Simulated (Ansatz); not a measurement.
`C[CH](C)[In]([NH2])[NH2]` + H₂S → `[NH2][In]([NH2])[SH]` + `CCC`  (ligand exchange at the In–C bond)

Computed with Ansatz on PBE0-D4/def2-TZVP structures; ΔE is electronic, products minus reactants. CBS: MP2 limit from def2 TZ/QZ plus the TZ coupled-cluster correction, frozen cores. This one scheme is used for every species. Elements past krypton have def2 core potentials. For In outer-core shells are correlated without core-valence functions, which leaves a few kJ/mol of doubt a bond. One conformer a species, not always the lowest.

```
                   species  CCSD(T)/CBS(def2) energy (Eh)
`C[CH](C)[In]([NH2])[NH2]`                     -420.02117
                       H₂S                     -398.97279
    `[NH2][In]([NH2])[SH]`                     -700.05893
                     `CCC`                     -118.98051
```

Q: Work out ΔE.

A: ΔE = (-700.05893) + (-118.98051) − (-420.02117) − (-398.97279) = -0.04548 Eh = -119.4 kJ/mol.

Largest T1 diagnostic among the species: 0.014.

From PBE to PBE0 (25 % exact exchange), in def2-TZVPP and without D4, ΔE moves by −5.5 kJ/mol. The D4 term adds +7.1 kJ/mol with B3LYP and +4.3 kJ/mol with PBE0; it sums over pairs of atoms, weighted by their polarisabilities, and B3LYP, whose exchange is more repulsive, gets the larger term. At CCSD(T), def2-SVP lies −4.2 kJ/mol from the extrapolated value and def2-TZVPP −0.3 kJ/mol.

B3LYP here is the variant with VWN-RPA as its local correlation; programs differ in this.
